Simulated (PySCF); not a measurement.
Compound: C9H10P (charge -1).
Z-matrix (Å and degrees, GFN2-xTB geometry), rows numbered from 1:
```
C 
C   1  1.3378
C   2  1.4353  1  127.32
C   3  1.4017  2  124.66  1    -0.02
P   4  1.7203  3  114.14  2  -179.75
C   5  1.7827  4   89.87  3     0.11
C   6  1.4349  5  122.64  4   179.44
C   7  1.3350  6  125.94  5     1.28
C   6  1.3955  5  111.44  4    -0.22
C   9  1.5027  3  121.98  2    -0.33
H   1  1.0768  2  122.35  3    -0.13
H   1  1.0805  2  121.73  3   179.87
H   2  1.0866  1  117.11  3  -179.80
H   4  1.0798  3  124.10  2     0.36
H   7  1.0888  6  116.45  5  -178.55
H   8  1.0777  7  120.57  6    -0.03
H   8  1.0808  7  122.40  6  -179.71
H  10  1.0876  9  111.62  3  -174.94
H  10  1.0929  9  110.72  3   -54.95
H  10  1.0940  9  110.89  3    64.82
```

NICS is the negative of the GIAO shielding at a point without a nucleus: at the ring centre (0) and 1 Å above and below it (1); zz is the component along the ring normal. Level: GIAO PBE0/pcSseg-1 (PySCF, non-relativistic, gas phase) on the GFN2-xTB geometry, one conformer.

Ring bond lengths (Å), with Mayer bond orders in brackets: C3–C4 1.402 (1.39), C4–P5 1.720 (1.39), P5–C6 1.783 (1.14), C6–C9 1.395 (1.46), C9–C3 1.415 (1.30).

What do the NICS probes read (ppm)?

```csv
ring,type,NICS(0),"NICS(1), two faces","NICS(1)zz, two faces",rms pucker (Å),"centre to ring atoms, mean (Å)"
C3–C4–P5–C6–C9,5-membered ring with P; formal bonds all aromatic,-7.8,-8.6 / -8.5,-18.9 / -18.8,0.00,1.31
```

What can be read from them?

- C3–C4–P5–C6–C9: mean NICS(1)zz -18.9 ppm, shielded.

How equal are the bonds by HOMA? Use HOMA with the parameters of Krygowski (1993).

- C3–C4–P5–C6–C9: HOMA 0.77; the largest term is that of P5–C6, α(R − Ropt)² = 0.85.

What field does 1 T along the ring normal induce along that normal at the second NICS(1) probe listed for ring C3–C4–P5–C6–C9, 1 Å off the ring?

NICSzz × B0 = -18.8 ppm × 1 T = -19 μT, against the applied field.

What are the shieldings of the ring atoms and their hydrogens in the same run (means over atoms taken as equivalent)?

```tsv
atoms	environment	σ isotropic (ppm)	principal values of the symmetric part, first atom (ppm)
C3	substituted aromatic carbon	54.8	1.7, 28.3, 134.5
C4	aromatic CH carbon	46.3	-89.6, 61.9, 166.7
P5	phosphorus bonded to 2 C	216.2	75.3, 134.2, 439.1
C6	substituted aromatic carbon	39.7	-40.9, 22.4, 137.5
C9	substituted aromatic carbon	57.6	-13.3, 40.9, 145.2
H14	aromatic hydrogen	23.86	21.0, 22.1, 28.5
```
